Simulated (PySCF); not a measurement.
# MSi for M along the chalcogens

r²SCAN with double-zeta basis sets in PySCF, for the lowest determinant that a PBE0 search found; no spin–orbit coupling. De refers to high-spin ground-configuration atoms. A positive dipole means M(−)Si(+).

```csv
M,basis,state (unpaired electrons),Re (Å),ωe (cm⁻¹),De (eV),μ (D)
O,def2-SVP,singlet (closed shell),1.530,1232,7.86,2.56
S,x2c-SVPall,singlet (closed shell),1.947,752,6.21,1.46
Se,x2c-SVPall,singlet (closed shell),2.071,585,5.59,1.06
Te,x2c-SVPall,singlet (closed shell),2.283,491,4.67,0.42
```

By what factor does the harmonic wavenumber vary along the series?

At r²SCAN it runs from 491 cm⁻¹ (SiTe) to 1232 cm⁻¹ (SiO), a factor of 2.51.

The rows differ in basis set, which adds steps of its own.

Relativity is treated differently too: O no relativity; S spin-free X2C; Se spin-free X2C; Te spin-free X2C.

Down a group bonds as a rule get longer and wavenumbers fall, partly through the reduced mass; this series shows no clear exception.

These are scalar-relativistic numbers at best; spin–orbit coupling would shift them, the dissociation energy most.
